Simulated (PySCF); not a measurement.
**Correlation energy of Os⁵⁴⁺ (osmium, charge +54)**

[Ar] 3d4, high-spin 5D determinant. Computed with PySCF 2.14 in an even-tempered Gaussian basis (16 s from 14 bohr⁻², ratio 2.5; 10 p from 18 bohr⁻², ratio 2.5; 7 d from 18 bohr⁻², ratio 2.5; 4 f from 65 bohr⁻², ratio 2.7; 3 g from 97 bohr⁻², ratio 2.7), with no relativity, point nucleus. Frozen: [Ne]; 12 electrons correlated; the 26 highest virtual orbitals of each spin left out.

```tsv
level	correlation energy (mhartree)
CCSD	-528.72
(T)	-1.72
CCSD(T)	-530.44
```

Diagnostics: T1 = 0.00020, D1 = 0.0005, largest double amplitude 0.026.

Task: Is a single reference adequate?

Result: Yes, within this model without spin-orbit coupling: T1 lies below 0.03 and no double amplitude reaches 0.07.

At this charge a non-relativistic calculation is a model, useful for the Z dependence of the correlation energy.

Spin-orbit coupling is strong in this species, so the high-spin LS determinant is a model state.
